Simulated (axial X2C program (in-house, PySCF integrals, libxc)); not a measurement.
# Worked dissociation energy of LiBi⁺: PBE0, with spin–orbit coupling

Calculated with an axial X2C code built on PySCF integrals. Two-component (2c) means X2C with spin–orbit coupling and atomic mean-field two-electron Coulomb and Gaunt terms. Basis: Bi dyall-cv3z [12s14p10d6f1g], Li dyall-cv3z [7s8p2d] (cores contracted in-house); Gaussian nuclei, density fitting, unrestricted open shells. Masses: Bi 208.980 u, Li 7.016 u.

Molecular state: Ω = 1/2 (⟨Sz⟩ = 0.08, ⟨Lz⟩ = 0.42 at PBE0).

| Quantity | Value |
| --- | --- |
| E(Bi) (2M_J = 3) | -21542.963795 hartree |
| E(Li+) (2M_J = 0) | -7.263034 hartree |
| E(LiBi⁺) at Re | -21550.253047 hartree |
| ωe | 235.6 cm⁻¹ |
| ωexe | 2.1 cm⁻¹ |

Work out De and D0.

De = -21542.963795 + (-7.263034) − (-21550.253047) = 0.02622 hartree = 0.713 eV. The zero-point energy is ωe/2 − ωexe/4 = 117 cm⁻¹ = 0.015 eV, so D0 = 0.699 eV.

Occupations by symmetry block were frozen at the best pattern of an incomplete PBE0 search. De is counted from the lowest determinant-based energies of the atoms at the same level, without counterpoise correction. Density functionals use the spin component along the axis (collinear). The functionals have no current-density term, which raises determinants with orbital currents, atoms included. The lowest spin-free determinant has another configuration (M_S = 3/2, Λ = 0), so the order of states is uncertain and this need not be the ground state.

Each atomic determinant is the lowest at this level and need not be a pure J level. Totals compare only within one Hamiltonian and basis.
